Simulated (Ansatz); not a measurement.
Geometry optimisation, RKS PBE0/def2-SVP in Ansatz 0.2.0.

The input (input.yaml):

```yaml
crystal:
  periodic: [false, false, false]
  atoms:
    - { symbol: B, position_ang: [0.014078, -0.506504, -0.401132] }
    - { symbol: F, position_ang: [0.007716, 0.186085, 2.016557] }
    - { symbol: F, position_ang: [1.138254, 0.10217, -0.650695] }
    - { symbol: F, position_ang: [-1.137456, 0.045826, -0.656527] }
    - { symbol: Br, position_ang: [0.060998, -2.421758, 0.174529] }
    - { symbol: H, position_ang: [0.06111, -0.68902, 2.309569] }
basis:
  gaussian: { orbitals: def2-SVP }
hamiltonian:
  xc: pbe0
relax:
  f_tol: 0.03
  max_steps: 50
```

Launched with:

```bash
$ ansatz run input.yaml --threads 2 --pin off --max-ram 3072MiB --backend cpu --events-out ev --progress --plain --runs-dir out
```

Q: Where does it end, and by what steps?

A: The forces met the threshold. After 6 steps the energy has fallen by 0.064 eV; F2 moved furthest, 0.18 Å.

```json
{"step": "0", "energy less start (eV)": "0.0000", "largest force component (eV/Å)": "1.126", "accepted": "yes"}
{"step": "1", "energy less start (eV)": "-0.0525", "largest force component (eV/Å)": "0.384", "accepted": "yes"}
{"step": "2", "energy less start (eV)": "-0.0579", "largest force component (eV/Å)": "0.167", "accepted": "yes"}
{"step": "3", "energy less start (eV)": "-0.0569", "largest force component (eV/Å)": "0.591", "accepted": "no"}
{"step": "4", "energy less start (eV)": "-0.0624", "largest force component (eV/Å)": "0.190", "accepted": "yes"}
{"step": "5", "energy less start (eV)": "-0.0639", "largest force component (eV/Å)": "0.060", "accepted": "yes"}
{"step": "6", "energy less start (eV)": "-0.0642", "largest force component (eV/Å)": "0.024", "accepted": "yes"}
```

```xyz
6
Properties=species:S:1:pos:R:3
B 0.018 -0.516 -0.298
F 0.016 0.161 1.837
F 1.139 0.098 -0.585
F -1.135 0.042 -0.570
Br 0.067 -2.394 0.166
H 0.041 -0.674 2.242
```

The run took 18 s on 2 threads of Arm Neoverse V1, on a shared host, peak memory 0.2 GiB.
